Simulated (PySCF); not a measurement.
**From a computed spectrum to the compound**

A species of 8 atoms with charge -1 has these harmonic modes (PBE0, small Gaussian bases with core potentials, PySCF 2.14.0):

```tsv
cm⁻¹	km/mol	symmetry
36	3.9	e
36	3.9	e
62	10.7	e
62	10.7	e
64	39.5	a1
116	0.0	a2
231	1.4	a1
244	52.9	e
244	52.9	e
252	1.8	a1
445	58.5	e
445	58.5	e
1076	165.8	a1
1624	20.1	e
1624	20.1	e
3514	7.7	a1
3655	24.6	e
3655	24.6	e
```

Q: Which species is it, and in which structure?

A: [YbCl3(NH3)]− (singlet in the valence; each metal's 4f electrons, 14 of them, lie in its core potential, out of spins and levels):
```xyz
8

Yb    0.0592   -0.0592    0.0592
Cl    1.2293    2.0354    1.2293
Cl   -2.0354   -1.2293    1.2293
Cl    1.2293   -1.2293   -2.0354
N    -1.4363    1.4363   -1.4363
H    -2.0362    2.0362   -0.8722
H    -0.8722    2.0362   -2.0362
H    -2.0362    0.8722   -2.0362
```
Ideal gas at 298.15 K and 1 bar: S = 449.0 J/(mol K), Cp = 125.5 J/(mol K), H − H(0 K) = 29.4 kJ/mol (rigid rotor, harmonic modes, spin degeneracy alone, that of the 4f electrons in the core included; the modes under 60 cm⁻¹ make these uncertain). An lcecp potential fixes the number of 4f electrons, so in runs with it no electron can move into or out of that shell.
 Other answers can fit too; this one was computed.
